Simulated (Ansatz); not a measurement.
CH5FSeSi, SMILES `C[SiH](F)[SeH]` at its PBE0-D4/def2-TZVP geometry, where that method's forces vanish. Total charge 0; spin multiplicity 1.

```xyz
9

C    -0.4627   -0.9623    0.4840
Si    0.1905    0.7583    0.2792
F     1.6597    0.7994    0.9160
Se    0.2317    1.4236   -1.8880
H    -1.4882   -1.0261    0.1146
H     0.1484   -1.6780   -0.0704
H    -0.4508   -1.2469    1.5393
H    -0.6177    1.7878    0.9733
H     0.7890    0.1441   -2.3480
```

Problem. What forces (eV/Å) does PBE-D4/def2-TZVPP give on these atoms in Ansatz 0.2.0? (Estimate.)

Solution. Ansatz gave: 
```
C1  -0.015  0.011  0.009
Si2 -0.368 -0.028 -0.153
F3   0.595  0.025  0.270
Se4 -0.107  0.327 -0.154
H5  -0.192 -0.022 -0.066
H6   0.111 -0.139 -0.105
H7  -0.003 -0.066  0.199
H8  -0.113  0.127  0.071
H9   0.093 -0.234 -0.070
```
